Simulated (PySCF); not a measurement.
Positional isomers: norbornane formyl+boryl. Gas-phase values, no solvent. One relaxed conformer stands for each flexible species; it need not be the lowest. Strings in code marks are SMILES.

Computed with B3LYP-D3(BJ)/def2-TZVP // PBE0-D4/def2-SVP (PySCF). All candidates: neutral, multiplicity 1. B3LYP has the VWN-RPA correlation part, as in Gaussian. Delta-SCF ions had no search for a lower state. Excitations are Tamm–Dancoff values on a coarser integration grid. The basis has no diffuse functions, so Rydberg states are missing or too high.

The HOMO–LUMO gap comes out as 5.31 eV. The vertical ionisation energy (Delta-SCF) comes out as 9.35 eV. The S1 excitation (TDA) is 4.14 eV.

Task: Which member has these values?
A. `B[C@@H]1C[C@H]2C[C@@H]1C[C@@H]2C=O`
B. `B[C@@H]1C[C@H]2CC[C@@H]1[C@H]2C=O`
C. `B[C@]12CC[C@](C=O)(CC1)C2`
D. `B[C@]1(C=O)[C@H]2CC[C@@H]1CC2`

Result: C, `B[C@]12CC[C@](C=O)(CC1)C2`. The others give `B[C@@H]1C[C@H]2CC[C@@H]1[C@H]2C=O`: 5.97 eV, 9.56 eV, 4.37 eV; `B[C@]1(C=O)[C@H]2CC[C@@H]1CC2`: 4.99 eV, 9.24 eV, 3.91 eV; `B[C@@H]1C[C@H]2C[C@@H]1C[C@@H]2C=O`: 5.56 eV, 9.38 eV, 4.35 eV
